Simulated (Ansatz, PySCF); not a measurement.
GaBr2, SMILES [Br][Ga+][Br], charge +1.

The structure is a stationary point at ωB97X-D3(BJ)/def2-SVP. The multiplicity is an assumed one; no other spin state was optimised. The isomer is the one that the SMILES or the coordinates give; other isomers of the formula were not compared.

Vertical ionisation energy (IE) and electron affinity (EA) in eV. Rows of orbital energies are one-electron estimates. Where ΔSCF, EOM or ADC give a negative EA the extra electron is unbound and the value depends on the basis.

```
level                                                                   IE    EA
-------------------------------------------------------------------  -----  ----
−ε(HOMO), −ε(LUMO), B3LYP/def2-TZVPD (PySCF)                         14.39  8.90
−ε(HOMO), −ε(LUMO), PBE/def2-TZVPD (PySCF)                             ___   ___
ΔSCF, PBE0/def2-SVPD (Ansatz), final states of multiplicity 2 and 2  16.88  6.74
ΔSCF, PBE/def2-SVPD (Ansatz), final states of multiplicity 2 and 2   16.49  6.76
```

Problem. What belongs in the gaps? (An estimate is asked for; the answer gives what the named calculation found.)

Solution. 
- −ε(HOMO), −ε(LUMO), PBE/def2-TZVPD (PySCF), IE: 13.41
- −ε(HOMO), −ε(LUMO), PBE/def2-TZVPD (PySCF), EA: 9.48

Problem. What vertical singlet–triplet gap does ΔSCF give with PBE0/def2-SVPD (Ansatz, a first-principles code) and with PBE/def2-SVPD (Ansatz)? (Estimate from the structure and the level; the computed values follow.)

Solution. 4.24 and 3.83 eV (triplet above singlet where positive).
